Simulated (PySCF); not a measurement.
**Does the structure fit the spectrum?**

A compound C$_{7}$H$_{6}$F$_{4}$ gives the data below (simulated from a calculation) and was assigned the structure `CC#C[C@](C)(F)C(F)=C(F)F`.

$^{13}$C{$^{1}$H} NMR (computed): δ 155.1 (C, qd, J = 37.3, 8.0 Hz), 141.9 (CH, dq, J = 17.7, 4.2 Hz), 113.9 (C, q, J = 334.1 Hz), 89.0 (CH, d, J = 239.6 Hz), 16.8 (CH2, d, J = 3.6 Hz), 16.3 (CH), 12.7 (CH, d, J = 23.2 Hz).

$^{1}$H NMR (300 MHz, computed): δ 6.16 (ddq, J = 3.3, 2.7, 1.8 Hz, 1H), 5.45 (m, 1H), 1.82 (m, 1H), 1.62 (m, 1H), 0.93 (td, J = 5.1, 4.0 Hz, 1H), 0.81 (m, 1H).

Averaged over atoms made equivalent by symmetry, fast rotation or ring inversion, a single conformation, non-relativistic Hamiltonian, isolated molecule. PBE0-D3(BJ)/def2-SVP structure; σ from GIAO-HF/pcSseg-2; J couplings at B3LYP/pcJ-1 (spin–dipole term only in couplings to heteroatoms); PySCF.

References, each an isolated molecule treated in the same way: $^{1}$H, $^{13}$C vs TMS.

Problem. Compare with the shifts computed for the proposed structure, pairing carbons in order of shift.

Solution. Structure with atom numbers: `[CH3:1][C:2]#[C:3][C@:4]([CH3:5])([F:6])[C:7]([F:8])=[C:9]([F:10])[F:11]` (H(Xn): hydrogen on atom n).

```tsv
atom	computed for proposal	given list	difference
C9	157.2	155.1	+2.1
C7	133.2	141.9	-8.7
C2	94.7	113.9	-19.2
C3	79.4	89.0	-9.6
C4	76.6	16.8	+59.8
C5	27.8	16.3	+11.5
C1	3.3	12.7	-9.4
```

The rms difference is 24.9 ppm and the largest +59.8 ppm at C4 (allylic fully substituted sp3 carbon bonded to F). The carbon types in order of shift don't match either: C, C, C, C, C, CH3, CH3 for the proposal against C, CH, C, CH, CH2, CH, CH in the data. The proposal doesn't fit.

Problem. Which isomer fits?

Solution. `F[C@@H]1C=C(C(F)(F)F)[C@@H]2C[C@H]12`.

Carbon types of the structure: 2 × C, 4 × CH, 1 × CH2, which accounts for all hydrogens. δC 155.1: fully substituted alkene carbon; an sp2 carbon of a C=C bond. δC 141.9: alkene CH; as expected for a trigonal carbon in a double bond. δC 113.9: CF3 carbon; 3 electronegative neighbours deshield it. δC 89.0: allylic sp3 CH bonded to F; the inductive effect lowers its shielding.

The data come from this structure; uniqueness wasn't tested.

C–F couplings over four or more bonds (about 3 Hz to the para carbon of a fluoroarene) are left out. Common functionals overestimate the size of one-bond C–F couplings by tens of Hz; these are unscaled. Multiplet labels drop couplings under 1 Hz and merge nearly equal ones. Unscaled 3J(H,H) at this level run about 10 % above measured values. Shifts are as computed, not scaled to solution data. Of 1313 compounds with measured shifts, 239 miss one by over three times the rms of a fit or turn the order of signals round; such compounds aren't used in these exercises.
